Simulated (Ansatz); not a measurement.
Al2Si4P2H16⁺, that is (H2Al-mu-PSiH3)2 with one electron fewer. Total charge 1; doublet. Geometry PBE0-D4/def2-SVP, that of the neutral singlet; atoms count from 1.

```
atom   x (Å)   y (Å)   z (Å)
 Al1   1.541   0.093  -0.843
  H2   2.412  -1.238  -0.949
  H3   1.972   1.503  -1.450
  P4   0.750   0.384   1.451
 Si5   1.674  -1.060   2.899
 Si6   1.063   2.464   2.231
 Al7  -1.570  -0.120   0.867
  H8  -1.979  -1.540   1.464
  H9  -2.456   1.199   0.984
 P10  -0.781  -0.392  -1.432
Si11  -1.069  -2.458  -2.258
Si12  -1.656   1.076  -2.885
 H13   1.039  -0.909   4.242
 H14   3.140  -0.795   3.006
 H15   1.432  -2.429   2.360
 H16   2.526   2.748   2.335
 H17   0.430   2.606   3.577
 H18   0.422   3.392   1.256
 H19  -0.469  -3.406  -1.277
 H20  -2.525  -2.740  -2.428
 H21  -0.380  -2.571  -3.577
 H22  -0.959   0.952  -4.200
 H23  -3.114   0.809  -3.064
 H24  -1.443   2.434  -2.309
```

Problem. Estimate the Mulliken populations from the PBE0/def2-TZVP orbitals of Ansatz.

Solution. 
| atom | charge (e) | spin (α − β) |
| --- | --- | --- |
| Al1 | 0.29 | 0.05 |
| H2 | -0.02 | 0.08 |
| H3 | -0.02 | 0.08 |
| P4 | -0.19 | 0.26 |
| Si5 | 0.07 | -0.01 |
| Si6 | 0.07 | -0.01 |
| Al7 | 0.29 | 0.05 |
| H8 | -0.02 | 0.08 |
| H9 | -0.02 | 0.08 |
| P10 | -0.19 | 0.26 |
| Si11 | 0.07 | -0.01 |
| Si12 | 0.08 | -0.01 |
| H13 | 0.05 | 0.01 |
| H14 | 0.05 | 0.01 |
| H15 | 0.04 | 0.00 |
| H16 | 0.05 | 0.01 |
| H17 | 0.05 | 0.01 |
| H18 | 0.04 | 0.00 |
| H19 | 0.04 | 0.00 |
| H20 | 0.05 | 0.01 |
| H21 | 0.05 | 0.01 |
| H22 | 0.05 | 0.01 |
| H23 | 0.05 | 0.01 |
| H24 | 0.04 | 0.00 |
Mulliken values and Mayer orders depend strongly on the basis.

Problem. Where does the spin sit?

Solution. Summed by element: Al 0.10, H 0.40, P 0.53, Si -0.03, of 1 unpaired in all. Largest on single atoms: P10 0.26, P4 0.26, H3 0.08.

Problem. And the Mayer bond orders between bonded heavy atoms (over 0.3)?

Solution. Al1–P4 0.64 (2.44 Å); Al1–P10 0.64 (2.44 Å); P4–Si5 0.96 (2.24 Å); P4–Si6 0.96 (2.24 Å); P4–Al7 0.64 (2.44 Å); Al7–P10 0.64 (2.45 Å); P10–Si11 0.96 (2.24 Å); P10–Si12 0.96 (2.24 Å).
